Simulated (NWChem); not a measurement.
# hydronium (H3O cation); SMILES [OH3+]

```xyz
4

O      0.0000     0.0000     0.0788
H      0.6693     0.6693    -0.2074
H      0.2450    -0.9143    -0.2074
H     -0.9143     0.2450    -0.2074
```
Atoms are numbered in this order, from 1.

Level: B3LYP/6-31G* (spherical d) (NWChem); excitation at 532 nm, off resonance, unscaled harmonic frequencies. Structure relaxed at the B3LYP/6-31G* (spherical d) level.

### Question
Give the Raman lines with relative activities.

### Answer
```
wavenumber (cm⁻¹)  relative intensity
-----------------  ------------------
899                               3.0
1710                               13
3505                              100
3597                               65
```
